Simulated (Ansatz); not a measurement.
Several settings on one geometry of AlSi₈PH₁₆, a doped cluster cut from the lattice of silicon (Al and P 4.5 A apart) (that of the charge 0 singlet, PBE-D4/def2-SVP). Ansatz on 2 threads of AMD EPYC 7R13 on a shared host and a share (18 GiB) of an NVIDIA H100 80GB HBM3; times are rough.

```
atom   x (Å)   y (Å)   z (Å)
 Si1  -0.053  -2.837   0.009
 Si2  -0.017  -0.020  -2.793
 Si3  -2.837  -0.064   0.008
  P4  -0.014  -0.012   2.412
 Si5   0.067   2.707  -0.005
 Si6   2.707   0.078  -0.003
 Al7  -1.518  -1.525  -1.515
 Si8   1.384  -1.429   1.239
 Si9   1.347   1.351  -1.441
Si10  -1.435   1.380   1.236
 H11   0.988  -3.736  -0.628
 H12  -0.679  -3.671   1.110
 H13   0.990  -0.721  -3.682
 H14  -0.720   0.983  -3.685
 H15  -3.669  -0.693   1.108
 H16  -3.740   0.974  -0.631
 H17  -0.799  -0.799   3.310
 H18   0.751   0.756   3.346
 H19  -0.797   3.680  -0.768
 H20   0.918   3.494   0.963
 H21   3.683  -0.784  -0.764
 H22   3.490   0.933   0.965
 H23  -2.463  -2.473  -2.411
 H24   2.157  -2.005   2.404
 H25   2.276   2.283  -2.187
 H26  -2.015   2.152   2.401
```

Totals from different functionals, basis sets or treatments of relativity can't be compared as stabilities.

Correlated methods freeze 50 core orbitals.

The spins typed aren't always the lowest for that charge.

(1) Give the basis size and estimate the energy, ⟨S²⟩, dipole and time of these runs.

```tsv
run	method	charge	state	further keys
1	UKS B2PLYP/6-31G	0	triplet	final_grid: {core_spheres: 20, valence_spheres: 16, degree: 47}; forces asked
2	UKS ωPBEh/def2-mTZVPP	1	doublet	nuclear_model: gaussian; point_charges: [{charge: 2.00, position_ang: [7.038, 0.851, -0.455]}]; pseudopotentials: {relativity: none}; scf: {omitted_lower_state_checks: [starts]}; forces asked
3	RKS r2SCAN0-D3(BJ)/cc-pVDZ	0	singlet	scf: {lower_state_search: light}; forces asked
4	ROKS revPBE0/STO-3G	1	doublet	point_charges: [{charge: 2.00, position_ang: [6.966, -0.640, 0.257]}]; scf: {lower_state_search: full}; forces asked
```

Results:

(1) 
| run | functions | energy (Eh) | ⟨S²⟩ | dipole (D) | wall time |
| --- | --- | --- | --- | --- | --- |
| 1 | 162 | -2907.2947 | 2.01 | 2.10 | 17 s |
| 2 | 345 | -2907.9752 | 0.76 | – | 15 s |
| 3 | 260 | -2909.1142 | – | 6.49 | 6 s |
| 4 | 106 | -2875.1111 | – | – | 15 s |
